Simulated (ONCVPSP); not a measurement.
# Ni, ONCV: configuration errors across variants

ONCVPSP 4.0.1 input, shortened (lines: element, Z, core and valence counts, functional; n l f; lmax; l rc ep ncon nbas qcut; lloc lpopt rc5 dvloc0; l nproj debl; icmod fcfact rcfact), PBE, scalar-relativistic:

```
  Ni 28.00    3    4        4      upf
    1    0    2.00
    2    0    2.00
    2    1    6.00
    3    0    2.00
    3    1    6.00
    3    2    8.00
    4    0    2.00
    2
    0    0.95    0.00    4    7   11.60
    1    1.15    0.00    3    7   14.30
    2    1.65    0.00    4    9   11.10
    4    5    0.65    0.00
    0    2    4.00
    1    1    0.60
    2    2    1.30
    3    3.00    1.15
```

All-electron excitation energies from the reference (eV): (1) 3s2 3p6 3d8 4s1 9.323; (2) 3s2 3p6 3d8 4s0 26.674; (3) 3s2 3p6 3d7 4s0 64.140; (4) 3s2 3p6 3d9 4s1 -1.597.

2 further variants failed, have other tests or another functional or relativity, and are left out.

Errors AE − PS in meV (a dash: test not solved or not reliable):

```tsv
change	(1)	(2)	(3)	(4)	bound ghosts	GHOST(+) flags above zero
base	+1.5	+8.5	+29	+36	none	none
local potential polynomial inside 0.65 bohr (lpopt 5, dvloc0 1.5 Ha)	+1.5	+8.5	+29	+36	none	s
core correction Teter function, fcfact 4.25, rcfact 1.45	+1.5	+8.5	+29	+36	none	none
core correction Teter function, fcfact 3.4, rcfact 1.15	+1.5	+8.5	+29	+36	none	none
```

(1) Give the same row for: all radii but the core radius scaled by about 0.83 (s 0.78, p 0.96, d 1.36 bohr); local potential polynomial inside 0.54 bohr (lpopt 5, dvloc0 0 Ha).

## Answers

(1) +0.7, +5.7, +11, +15; bound ghosts: none; GHOST(+) flags above zero: s.
